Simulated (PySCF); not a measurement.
# Basis set benchmark on one molecule

Molecule: SMILES O[B-](O)(O)O, [BH₄O₄]-.

Molfile (atoms numbered from 1):
```
BH4O4
     RDKit          3D

  9  8  0  0  0  0  0  0  0  0999 V2000
    0.1139    0.8933   -1.1783 O   0  0  0  0  0  0  0  0  0  0  0  0
   -0.0002    0.0015   -0.0060 B   0  0  0  0  0  0  0  0  0  0  0  0
   -0.9520    0.6372    0.9288 O   0  0  0  0  0  0  0  0  0  0  0  0
   -0.4182   -1.3207   -0.5142 O   0  0  0  0  0  0  0  0  0  0  0  0
    1.2573   -0.2060    0.7406 O   0  0  0  0  0  0  0  0  0  0  0  0
   -0.0022    1.7696   -0.8020 H   0  0  0  0  0  0  0  0  0  0  0  0
   -0.6876    0.2853    1.7828 H   0  0  0  0  0  0  0  0  0  0  0  0
   -0.9503   -1.1035   -1.2841 H   0  0  0  0  0  0  0  0  0  0  0  0
    1.6665   -0.9446    0.2821 H   0  0  0  0  0  0  0  0  0  0  0  0
  1  2  1  0
  2  3  1  0
  2  4  1  0
  2  5  1  0
  1  6  1  0
  3  7  1  0
  4  8  1  0
  5  9  1  0
M  CHG  1   2  -1
M  END
```

Geometry PBE0-D3(BJ)/def2-SVP throughout; GIAO in PySCF 2.14, gas phase, one conformer, non-relativistic; equivalent atoms averaged; functional PBE0.

Reference values (measured; Macháček, Bühl, Fanfrlík, Hnyk, 11B NMR of BX3 and BX4-, J. Phys. Chem. A (author manuscript)): δ(B2) = 1.1 ppm vs BF3.OEt2. Computed shifts are taken against BF3·OEt2, calculated as an isolated molecule at each level.

Q: How do the basis sets STO-3G, 6-31G, pcSseg-0, 6-31G*, def2-SVP, cc-pVDZ, pcSseg-1, aug-cc-pVDZ, 6-311+G(2d,p), def2-TZVP, cc-pVTZ, IGLO-III, pcSseg-2 perform against the reference? Times are CPU seconds on shared hosts with different chips, so compare them loosely.

A: 
```tsv
basis set	functions	B2	abs. error B	core-s
STO-3G	29	9.2	8.1	1.4
6-31G	53	-1.1	2.2	2.8
pcSseg-0	53	-0.2	1.3	2
6-31G*	78	-0.2	1.3	3.9
def2-SVP	90	0.6	0.5	4.3
cc-pVDZ	90	-0.3	1.4	3.6
pcSseg-1	105	0.3	0.8	6.3
aug-cc-pVDZ	151	1.9	0.8	7.6
6-311+G(2d,p)	159	0.5	0.6	10
def2-TZVP	179	1.5	0.4	12
cc-pVTZ	206	1.5	0.4	11
IGLO-III	215	1.6	0.5	12
pcSseg-2	236	1.6	0.5	15
```

For $^{11}$B the closest is def2-TZVP (0.4 ppm, with cc-pVTZ, IGLO-III, pcSseg-2, def2-SVP, 6-311+G(2d,p) practically level) and the furthest STO-3G (8.1 ppm). Where a smaller basis beats a larger one, errors probably cancel; the largest sets show where the functional converges. One molecule is a small sample, and vibrational and solvent effects are absent from the calculation.

A small basis that lands close on one nucleus may do so by chance; judge by the trend and by all nuclei.
